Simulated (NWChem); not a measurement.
C3H3N2, doublet; SMILES n1c[nH][c]c1

In the optimisation the excess spin sits in a' (Cs, its own frame).

Q: Give the equilibrium geometry at PBE-D3(BJ)/def2-SVP, spin-unrestricted (NWChem) as an XYZ file, with the point group.

A: point group Cs; any orientation.
```
8

C     -1.1976    -0.0225     0.0000
C     -0.4083    -1.1552     0.0000
N      0.9085    -0.7388     0.0000
C      0.9111     0.5892     0.0000
N     -0.3694     1.0754     0.0000
H     -0.6964    -2.2115     0.0000
H      1.8039     1.2279     0.0000
H     -0.6689     2.0513     0.0000
```
